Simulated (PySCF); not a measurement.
A GIAO shielding run with PySCF 2.14 (density fitting, non-relativistic, gas phase) on SMILES C=CC1=CC(C)=CC[SiH2]C1, C9H14Si:

```
$ OMP_NUM_THREADS=1 python probes_run.py task.json out

{"job": {"kind": "nmr", "xc": "PBE0", "basis": "pcSseg-1"}, "charge": 0, "multiplicity": 1}
C      3.406412    -0.375889     0.355650
C      2.235820    -0.941296     0.633425
C      0.940289    -0.558791     0.100766
C     -0.175687    -1.071990     0.648704
C     -1.538923    -0.707850     0.262155
C     -2.446628    -1.861448    -0.062046
C     -1.965871     0.556511     0.247287
C     -1.151133     1.730739     0.682918
Si     0.286257     2.126307    -0.512607
C      0.856293     0.391211    -1.053856
H      4.316244    -0.716681     0.820017
H      3.509090     0.449751    -0.327902
H      2.207096    -1.752676     1.351717
H     -0.090158    -1.837450     1.412046
H     -2.046745    -2.434315    -0.899293
H     -3.444247    -1.513802    -0.320175
H     -2.520898    -2.534515     0.792496
H     -2.982213     0.764912    -0.060616
H     -0.699957     1.506895     1.653022
H     -1.795901     2.597234     0.820075
H     -0.155924     2.894716    -1.683939
H      1.339561     2.868178     0.190835
H      1.801010     0.424588    -1.590479
H      0.104479     0.015424    -1.751475
```

Hardware: 1 thread of an Arm Neoverse V2, shared host. The job also computes population analyses, field gradients, ring-centre shieldings.

**Question.** How large is the calculation?

**Answer.** 82 electrons, 247 basis functions and 1296 auxiliary functions.

**Question.** How long does it take, and how much memory does it need?

**Answer.** 62 s of wall time, with 14 SCF cycles and 5 response iterations; peak memory 1.1 GiB. Times on a shared host scatter by some tens of per cent.
